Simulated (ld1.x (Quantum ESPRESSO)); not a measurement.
**tellurium: one change to a TM semilocal potential, before and after**

ld1.x (Quantum ESPRESSO) 7.5 input, shortened:

```
&input
   title='Te', zed=52., rel=1, dft='PBESOL', iswitch=3,
   config='[Kr] 4d10 4f-2 5s1.75 5p4.25'
 /
 &inputp
   pseudotype=1, tm=.true., lloc=0,
   nlcc=.false.
 /
4
5P  2  1   4.25   0.00  1.65  1.65  0.0
4D  3  2  10.00   0.00  0.85  0.85  0.0
4F  4  3  -2.00   0.35  1.80  1.80  0.0
5S  1  0   1.75   0.00  1.35  1.35  0.0
 &test
   configts(1)='4d10 5s1.75 5p4.25'
 /
```

Change: all radii scaled by about 0.86 (s 1.16, p 1.42, d 0.72, f 1.54 bohr).

Cutoffs: the cutoffs (Ry, on a coarse ladder) from which the occupation-weighted sum of valence levels, in a spherical-Bessel basis at the reference potential, stays within 10 and 1 mRy of its value at 400 Ry; they do not see the model core or the augmentation charge, which bear on the density cutoff. Errors are all-electron minus pseudo energies relative to the spin-unpolarised reference configuration.

Question: What does the change do?

Answer: A bound ghost appears in s, which as a rule spoils a file; the miss of the reference levels goes from 0.00 to 0.51 eV; of the 7 tests that both files solve, the error grows in 7 and shrinks in 0 by more than 15 % and 0.3 meV (median size 1.6 → 49.7 meV). That the errors move this way runs against the usual rule that smaller radii transfer better. A semilocal file is local in each channel, so a ghost entry of none says nothing of the separable form that plane-wave codes build from it.

| quantity | base | changed |
| --- | --- | --- |
| cutoff, loose | 160 Ry | over 300 Ry |
| cutoff, tight | 300 Ry | over 300 Ry |
| loose cutoff by channel (10 mRy a level) | p 35 Ry, d 110 Ry, s 45 Ry | p 120 Ry, d 300 Ry, s 140 Ry |
| bound ghosts | none | s (extra level of the local part) |
| largest miss of a reference level, eV | 0.00 | 0.51 |
| error for 4d10 5s2 5p4, meV [ΔE -2.30 eV] | +0.6 | -23 |
| error for 4d10 5s2 5p3, meV [ΔE 7.45 eV] | +0.6 | -83 |
| error for 4d10 5s2 5p2, meV [ΔE 25.42 eV] | +11 | +18 |
| error for 4d10 5s2 5p4.3, meV [ΔE -3.77 eV] | +1.6 | -11 |
| error for 4d10 5s1 5p4, meV [ΔE 17.32 eV] | +12 | +91 |
| error for 4d10 5s2 5p3.5, meV [ΔE 1.60 eV] | -0.3 | -50 |
| error for 4d10 5s2 5p1, meV [ΔE 52.38 eV] | +38 | +185 |

 A true bound ghost makes a file unfit for plane-wave use even where its test errors are small: the radial tests pick states by their node count and pass the ghost by.
